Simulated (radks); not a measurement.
Results of a calculation; reference values are marked as such.
Ionisation of Kr32+, [He] 2s2, to Kr33+, [He] 2s1, under several functionals. Scalar-relativistic Kohn-Sham, spin-polarised, spherical densities, point nucleus; open shells are filled with parallel spins first; a radial shooting solver on a logarithmic mesh with Libxc functionals.

functional         E(Kr32+) (hartree)  Exc (hartree)  IE (eV)  -e(HOMO) (eV)  <r> HOMO (bohr)  IE error (eV)
revPBE                    -1593.33024      -29.90625   3971.2         3915.9           0.1700           +0.2
exchange-only LDA         -1589.43268      -25.97943   3961.1         3907.1           0.1702           -9.9
BP86                      -1593.42977      -30.00636   3971.5         3916.5           0.1700           +0.5

NIST Atomic Spectra Database: 3971 eV (semi-empirical). Closest: revPBE. The Delta-SCF values span 10.39 eV, the total energies 4.00 hartree. The highest occupied level is 2s.
